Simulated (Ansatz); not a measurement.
Species: CH$_{6}$BO$_{2}$Si, net charge 0, doublet state. SMILES: [SiH](C)B(O)O
Geometry from a B3LYP-D3(BJ)/def2-TZVP (Ansatz, a first-principles code) optimisation:
```
Si
H 1 1.4904
C 1 1.8813 2 111.88
H 3 1.0906 1 109.95 2 179.72
H 3 1.0909 4 108.53 1 -122.23
H 3 1.0933 4 108.00 5 -116.82
B 1 2.0086 2 113.99 3 136.18
O 7 1.3649 1 117.91 2 -158.73
H 8 0.9666 7 112.62 1 -177.03
O 7 1.3731 8 117.74 9 -0.10
H 10 0.9609 7 114.69 8 179.23
```
Charge 0, spin multiplicity 2.

Wanted: atomisation energy, in kcal/mol. Set-up: non-relativistic; LANL2DZ with its own core potentials from Na on; spin-orbit terms left out; 6-31G* and kin with 6d, 5d where marked; atomisation electronic, to ground-state atoms; open shells spin-unrestricted; dispersion terms only where a functional's name holds one; frozen cores in correlated levels; 6-311+G** with 5d, 6d on Na to Ar in Ansatz. CBS(X,Y): correlation extrapolated as X^-3; Hartree-Fock from the larger set. First-principles rows: single points at B3LYP-D3(BJ) geometries (Ansatz).

Coupled cluster (Ansatz) is a level with limits of its own, used here on species with T1 under 0.025 (0.045 for open shells) and stable references: CCSD(T)/CBS(cc-pV(T+d)Z,cc-pV(Q+d)Z).

Value to compare with, CCSD(T)/CBS(cc-pV(T+d)Z,cc-pV(Q+d)Z) (Ansatz): 1001.5 kcal/mol.

| level | program | atomisation energy (kcal/mol) | difference |
|---|---|---|---|
| PBE/STO-3G | Ansatz | 1205.2 | 203.7 |
| PBE/3-21G | Ansatz | 992.3 | -9.2 |
| PBE/LANL2DZ | Ansatz | 977.9 | -23.6 |
| PBE/6-31G* | Ansatz | 1010.2 | 8.7 |
| PBE/def2-SVP | Ansatz | 1023.0 | 21.5 |
| PBE/6-311+G** | Ansatz | 1009.2 | 7.7 |
| PBE/def2-TZVPD | Ansatz | 1015.8 | 14.3 |

Among the 6 habitual levels, PBE/STO-3G lies farthest from CCSD(T)/CBS(cc-pV(T+d)Z,cc-pV(Q+d)Z) (Ansatz) (203.7 kcal/mol) and PBE/6-311+G** nearest (7.7); 4 of 6 lie above it, and their mean absolute difference is 45.7 kcal/mol, the median 15.3. One case shows no general order.

The sets are all those run for this method; left out are runs that failed, that the program found above a lower state of the same kind, or whose <S^2> lies over 0.5 above the pure value.
